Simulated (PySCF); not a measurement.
## [C3H5SSi]-: core ionisation energies

Species: C3H5SSi (charge -1).
Bonds: C1–C2 (triple), C2–C3, C3–S4, S4–Si5. Hydrogens: H6, H7 on C3; H8, H9, H10 on Si5.

The calculation used PySCF, delta-SCF UKS SCAN, pcX-2 on the ionised atom, pcseg-1 elsewhere, spin-free X2C. Each binding energy is the total energy of the core-ionised species, with the hole localised on one atom, minus that of the ground state; both are solved self-consistently, so orbital relaxation is included.

Question: Give the core binding energies atom by atom.

Answer: 
| atom(s) | bonded to | level | binding energy (eV) | 2p1/2 (eV) | above the level's lowest (eV) | count |
| --- | --- | --- | --- | --- | --- | --- |
| S4 | C and Si | S 1s | 2472.08 | – | 0.00 | 1 |
| Si5 | S and 3 H | Si 1s | 1842.45 | – | 0.00 | 1 |
| C3 | S, C and 2 H | C 1s | 287.36 | – | +3.85 | 1 |
| C2 | C (triple bond) and C | C 1s | 283.98 | – | +0.47 | 1 |
| C1 | C (triple bond) | C 1s | 283.51 | – | 0.00 | 1 |
| Si5 | S and 3 H | Si 2p3/2 | 102.54 | 103.16 | 0.00 | 1 |

The listed C 1s values span 3.85 eV, from C1 (bonded to C (triple bond)) to C3 (bonded to S, C and 2 H). The widest gap between neighbouring values is 3.38 eV, between 283.98 and 287.36 eV.

Question: Give the binding energy of S 1s of S4 in hartree and in kJ/mol.

Answer: 2472.08 eV = 90.8473 Eh = 238519 kJ/mol.

Not every level is listed. The unrestricted hole states depart most from a pure doublet (⟨S²⟩ = 0.75; over 0.85 named) for C 1s of C1 (0.91), which makes this value less certain. The 2p values aren't plain energy differences: one relaxed spin-free 2p hole is combined with a matrix within the shell (ground-state 2p orbital-energy differences and spin–orbit coupling). 2p3/2, the mean of its two sublevels, lies a third of the splitting below the shell's mean and 2p1/2 two thirds above it; the statistical areas are 2:1. 2p1/2 minus 2p3/2 (ligand field included): Si 0.62 eV. The species carries charge -1, so core ionisation leaves a neutral species. The basis sets have no added diffuse functions. Isolated species at its PBE0-D3(BJ)/def2-SVP geometry (one conformer only). The geometry's basis has no diffuse functions, a weakness for an anion.

Conformer computed: `[C-:1]#[C:2][CH2:3][S:4][SiH3:5]`: C2–C3–S4–Si5 0°.
